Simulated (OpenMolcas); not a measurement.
# Bi IV: effect of the IPEA shift

```yaml
Program: OpenMolcas
Basis: ANO-RCC-VTZP [8s7p5d3f2g]
Scalar_Hamiltonian: DKH2, point nucleus
Active_space: 2 electrons in 9 orbitals (RAS2 6s 6p; RAS3 6d, at most 2 electrons)
State_averaging: 2S+1 = 3 even, 3 roots; 2S+1 = 1 even, 7 roots; 2S+1 = 3 odd, 3 roots; 2S+1 = 1 odd, 3 roots
Spin-orbit_coupling: state interaction with AMFI integrals over the reference wave functions, term energies averaged over their components
```

Methods on the same reference wave functions:
A. RASSCF
B. MS-RASPT2, IPEA 0 Eh, imaginary shift 0.1 Eh (closed shells correlated: 5d)
C. MS-RASPT2, IPEA 0.25 Eh, imaginary shift 0.1 Eh (closed shells correlated: 5d)

Energies in cm-1 above 6s2 1S0, the measured ground level; measured values from Moore, Atomic Energy Levels, vol. III, NSRDS-NBS 35 (1971 reprint of NBS Circular 467, 1958).

| Level | A | B | C | Measured |
| --- | --- | --- | --- | --- |
| 6s2 1S0 | 0.0 | 0.0 | 0.0 | 0.0 |
| 6s 6p 3P* 0 | 66375 | 74500 | 74460 | 70968 |
| 6s 6p 3P* 1 | 71567 | 79060 | 79050 | 75926 |
| 6s 6p 3P* 2 | 88345 | 96470 | 96430 |  |
| 6s 6p 1P* 1 | 113971 | 112950 | 113220 | 114602 |

Deviations, from unrounded energies. A percentage is the sum of absolute deviations over the sum of measured energies, with the sign that they share, or ± where signs differ.

```json
{"Against measurement": "mean absolute deviation (cm-1)", "Levels": "3", "A": "3200", "B": "2800", "C": "2700"}
{"Against measurement": "other configurations (%)", "Levels": "3", "A": "-3.7", "B": "±3.2", "C": "±3.1"}
```

B, C lie about equally close to measurement and A furthest from it. The largest miss of C in the table is 6s 6p 3P* 0, by +3500 cm-1. The ranking rests on the paired levels alone, and a cruder setting can come out closer through cancelling errors.

Between B and C the level of the table that moves most is 6s 6p 1P* 1, by 280 cm-1 (lowest in B, highest in C). Moves below CASPT2's spread within the term are not significant.

The lowest spin-free term lies below A's lowest term by 0.404 hartree in B, 0.402 hartree in C.

Active for correlation alone: 6d; no level in the range computed is led by a configuration that fills it, so any true level of that kind is missing. Spin-orbit splittings of 6p shells tend to come out small when the coupling is added on scalar orbitals. Measured partners are found by configuration, term and J. A level has none where our copy of the source lacks it or the pairing is in doubt (some pairs that miss far off the trend of their configuration count as doubtful), and it then counts in no deviation. Levels of configurations outside the active space are missing. The table leaves out levels that lie high or whose names do not pair safely across all columns.

* marks odd parity.
